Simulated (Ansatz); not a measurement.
C2H3BrO can be A, `CC(=O)Br`, or B, `C=C(O)Br`.

Calculated with Ansatz (gas phase, PBE0-D4/def2-TZVP geometries, no zero-point term in ΔE). CCSD(T)/CBS adds triple-zeta CCSD(T) − MP2 to the extrapolated MP2 energy (def2 sets, frozen cores). Functionals use def2-TZVPP. B3LYP here is the variant with VWN-RPA as its local correlation; programs differ in this. For Br outer-core shells are correlated without core-valence functions, which leaves a few kJ/mol of doubt a bond. Scalar relativity is left out up to krypton. Each species was taken in one conformer, which may not be the lowest.

**Question.** Which is lower in electronic energy at CCSD(T)/CBS, and by how much? (Best estimate.)

**Answer.** Ansatz gave: A, by 21.8 kcal/mol.

**Question.** Give E(B) − E(A) in kcal/mol with CCSD(T)/def2-TZVPP, HF/def2-TZVPP, CCSD/def2-TZVPP, MP2/def2-TZVPP, r2SCAN-D4, B3LYP, B2PLYP. (Best estimate.)

**Answer.** Ansatz gave: CCSD(T)/def2-TZVPP 22.3, HF/def2-TZVPP 23.4, CCSD/def2-TZVPP 21.8, MP2/def2-TZVPP 22.9, r2SCAN-D4 25.0, B3LYP 24.2, B2PLYP 24.1. None reverses the order clearly.

**Question.** Does the order hold for the free energy at 298.15 K (harmonic terms from PBE0-D4)? (Best estimate.)

**Answer.** Computed: Yes: G(B) − G(A) = +22.1 kcal/mol, for one conformer each.

Largest T1 diagnostic: 0.013.

At CCSD(T), def2-SVP lies +4.4 kcal/mol from the extrapolated value and def2-TZVPP +0.6 kcal/mol. From PBE to PBE0 (25 % exact exchange), in def2-TZVPP and without D4, E(B) − E(A) moves by −1.6 kcal/mol.
